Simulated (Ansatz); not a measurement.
An input meant for the cluster Zn₃S₃ (charge 0, singlet; scaled by 1.25).

```yaml
crystal:
  periodic: [false, false, false]
  atoms:
    - {symbol: Zn, position_ang: [-2.047747, 0.146074, 0.011916]}
    - {symbol: Zn, position_ang: [0.897159, -1.845998, -0.044216]}
    - {symbol: Zn, position_ang: [1.150555, 1.699930, 0.032365]}
    - {symbol: S, position_ang: [-1.354789, 2.787657, 0.066817]}
    - {symbol: S, position_ang: [-1.737453, -2.567049, -0.050294]}
    - {symbol: S, position_ang: [3.092275, -0.220613, -0.016588]}
basis:
  gaussian: {orbitals: def2-SVPD}
hamiltonian: {xc: {name: B2PLYP}}
multiplicity: 3
```

```sh
$ ansatz run in.yaml --threads 4 --pin off --events-out ev --progress --plain --max-ram 8704MiB
```

It prints (some lines left out):

```
Error: YAML parse error: error: line 13 column 1: unknown field `multiplicity`, expected one of crystal, accuracy, basis, kpoints, hamiltonian, magnetization, projection, total_charge, correlation, batch, efield, external_charges, scf, relax, neb, saddle, md, ramp, phonons, dielectric, real_time, elastic, magnetic_configurations, gw, evaluate, workflow, output, checkpoint, execution
11 |   gaussian: {orbitals: def2-SVPD}
12 | hamiltonian: {xc: {name: B2PLYP}}
13 | multiplicity: 3
```

**Question.** What is wrong with this run?

**Answer.** The input holds a key that doesn't belong there (the spin goes under magnetization). The program refused the input.
